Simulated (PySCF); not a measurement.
SnClI3, SMILES [Cl][Sn]([I])([I])[I].

Geometry optimised at B3LYP-D3(BJ)/def2-SVP. The def2 effective core potentials stand for the cores of I, Sn; spin–orbit coupling is left out.

Two levels are set side by side: PBE/def2-TZVP (PySCF) and PBE0/def2-TZVP (PySCF). Same geometry, gas phase. Differences are taken from unrounded values.

| quantity | PBE |
|---|---|
| orbital gap (eV) | 2.32 |
| highest occupied level (eV) | -6.89 |
| lowest empty level (eV) | -4.57 |
| dipole moment (D) | 1.17 |
| mean polarisability (bohr³) | 163.2 |

These are the PBE values. What does PBE0 give? (An estimate is asked for; the answer gives what the named calculation found.)


| quantity | PBE0 | PBE minus PBE0 |
|---|---|---|
| orbital gap (eV) | 4.14 | -1.82 |
| highest occupied level (eV) | -8.05 | 1.15 |
| lowest empty level (eV) | -3.91 | -0.67 |
| dipole moment (D) | 1.22 | -0.05 |
| mean polarisability (bohr³) | 158.0 | 5.2 |

PBE's occupied levels lie high since its potential decays too fast outside the molecule; exact exchange lowers them and widens the gap. Loosely held outer electrons make PBE densities more polarisable. Differences between two approximate levels are no errors against the true value.

Rough cost on one machine, each run with all the roots and properties that it gave: PBE0 against PBE within a factor of 2.
